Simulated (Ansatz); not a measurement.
Reaction (homolysis of the Ga–O bond): `C[O][Ga]([OH])[F]` → `C[O][Ga][F]`• + `[OH]`•

Program: Ansatz. Geometries: PBE0-D4/def2-TZVP. ΔE: electronic, gas phase. CCSD(T)/CBS is the MP2 limit (def2-TZVPP, def2-QZVPP) plus CCSD(T) − MP2 in def2-TZVPP, frozen cores. This one scheme is used for every species. Functionals use def2-TZVPP. No spin–orbit coupling; open shells (•) take unrestricted orbitals. For Ga outer-core shells are correlated without core-valence functions, which leaves a few kJ/mol of doubt a bond. Scalar relativity is left out up to krypton. Each species was taken in one conformer, which may not be the lowest.

`C[O][Ga]([OH])[F]`:

Z-matrix (Å, degrees):
```
C
O 1 1.413
H 1 1.094 2 109.4
H 1 1.095 2 113.1 3 -120.8
H 1 1.094 2 109.3 3 118.4
Ga 2 1.762 1 122.9 3 119.4
F 6 1.743 2 118.5 1 0.3
O 6 1.763 2 123.5 1 -179.7
H 8 0.960 6 112.8 2 -0.0
```

`C[O][Ga][F]`•:

Cartesian coordinates in Å:
```
C -0.542 0.493 -0.445
O 0.259 -0.607 -0.838
Ga 1.308 -1.445 0.345
F 1.270 -0.820 2.001
H -1.593 0.262 -0.643
H -0.440 0.746 0.615
H -0.262 1.371 -1.035
```

`[OH]`•:

```xyz
2

O    -0.458    0.163   -0.001
H     0.458   -0.163    0.001
```

CCSD(T)/CBS gives +4.76 eV.

Question: Another level gave +4.50 eV. Which?
A. r2SCAN-D4/def2-TZVPP
B. RPA@PBE/def2-TZVPP
C. CAM-B3LYP-D4/def2-TZVPP
D. SCS-MP2/def2-TZVPP

Answer: C. CAM-B3LYP-D4 4.50, r2SCAN-D4 4.40, RPA@PBE/def2-TZVPP 4.32, SCS-MP2/def2-TZVPP 4.79 eV.

Largest T1 diagnostic among the species: 0.017.

From PBE to PBE0 (25 % exact exchange), in def2-TZVPP and without D4, ΔE moves by −0.05 eV: exact exchange takes away binding that semilocal exchange gives to molecules. Leaving LDA and LC-ωPBE aside and taking each functional with its dispersion term where it has one, the values, not all of them listed here, spread over 0.35 eV, from BHLYP-D4 to ωB97X-V. LDA lies +0.84 eV from PBE without D4, its usual overbinding. In def2-TZVPP, CCSD(T) changes the Hartree–Fock value by +1.46 eV (the triples alone add +0.10 eV) and MP2 by +1.76 eV; breaking electron pairs costs correlation energy, which Hartree–Fock lacks.

CCSD(T)/CBS has its own doubt, a few kJ/mol and more with outer-core shells, so smaller differences from it don't rank the levels.
